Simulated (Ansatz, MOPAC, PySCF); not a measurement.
Noncovalent pair: H2O (SMILES O) (first 3 atoms) with CH3F (SMILES CF); geometry from B3LYP-D3(BJ)/def2-TZVP, rigid monomers moved along the line of their centres of mass till H2···F5 is 2.80 Å.
(charge 0, multiplicity 1):
```xyz
8

O      0.00035     0.48345    -0.13921
H      0.20934    -0.13536     0.57280
H     -0.43860    -0.04081    -0.81579
C     -0.21211     0.46949     3.92781
F      0.24613    -0.70507     3.31283
H     -0.51786     1.16382     3.14691
H     -1.05397     0.20975     4.56863
H      0.60449     0.88445     4.51734
```

Counterpoise-corrected where a basis set is named; no monomer relaxation. Rows marked so take none.

Correlated levels freeze the cores. CBS(a, b) extrapolates the correlation energy as X⁻³ and adds the Hartree–Fock energy of set b. Rows in 3-21G, 6-311+G**, 6-31G* carry no dispersion term and start afresh at each structure (6-31G* with six Cartesian d functions). The state reached by AM1, PM3, PM6, PM7 isn't checked; PM7 holds dispersion and hydrogen-bond terms.

The values were computed with Ansatz (a first-principles code) with Gaussian orbitals; MOPAC for AM1, PM3, PM6, PM7 (differences of heats of formation); PySCF for 3-21G rows, 6-311+G** rows, 6-31G* rows, the dispersion terms. Each number belongs to the level named beside it.

Other levels give for the interaction energy: PBE/def2-TZVPPD -81.5; B3LYP/def2-TZVPPD -70.9; B3LYP-D3(BJ)/def2-TZVPPD -90.1; wB97M-V/def2-TZVPPD -90.2; MP2/CBS(aug-cc-pVDZ, aug-cc-pVTZ) + ΔCCSD(T)/aug-cc-pVDZ -92.7 meV.

Question: What do these common cheap choices give for the same quantity: AM1, PM3, PM6, PM7, HF/3-21G (no counterpoise), BP86/6-31G* (no counterpoise), B3LYP/6-31G* (no counterpoise), B3LYP/6-311+G** (no counterpoise)?

Answer: AM1 -49.3; PM3 -48.4; PM6 -44.1; PM7 -55.0; HF/3-21G (no counterpoise) -132.6; BP86/6-31G* (no counterpoise) -109.7; B3LYP/6-31G* (no counterpoise) -127.9; B3LYP/6-311+G** (no counterpoise) -88.1 meV. They span -132.6 to -44.1 meV.
